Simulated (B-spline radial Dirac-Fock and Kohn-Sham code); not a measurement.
# What relativity does to the binding energies of Dy⁷⁺

System: the Dy⁷⁺ ion in the configuration 1s2 2s2 2p6 3s2 3p6 3d10 4s2 4p6 4d10 4f9 5s2 5p2.

Both columns are ΔSCF binding energies of the configuration average from a radial B-spline solver: non-relativistic Hartree-Fock with a point nucleus, and Dirac-Fock with a finite nucleus and the Coulomb interaction alone, averaged over the two j levels with weights 2j+1.

| shell | Hartree-Fock (eV) | Dirac-Fock (eV) | shift (eV) | shift (%) |
| --- | --- | --- | --- | --- |
| 1s | 50717.6 | 54137.5 | +3419.89 | +6.74 |
| 2s | 8305.3 | 9192.5 | +887.18 | +10.68 |
| 2p | 7900.6 | 8186.8 | +286.22 | +3.62 |
| 3s | 1954.1 | 2166.1 | +211.95 | +10.85 |
| 3p | 1771.8 | 1848.5 | +76.74 | +4.33 |
| 3d | 1436.0 | 1422.6 | -13.40 | -0.93 |
| 4s | 481.3 | 532.1 | +50.82 | +10.56 |
| 4p | 407.3 | 424.8 | +17.50 | +4.30 |
| 4d | 275.1 | 272.4 | -2.67 | -0.97 |
| 4f | 114.7 | 110.0 | -4.66 | -4.07 |
| 5s | 137.5 | 147.0 | +9.53 | +6.93 |
| 5p | 117.4 | 120.3 | +2.83 | +2.41 |

Relativity binds 1s, 2s, 2p, 3s, 3p, 4s, 4p, 5s, 5p more strongly, among those listed most of all 3s in relative terms, and 3d, 4d, 4f more weakly, because the contracted s and p shells screen the nucleus better.

Values without a named source are computed, but for edge energies of neutral atoms, which are taken from tables.
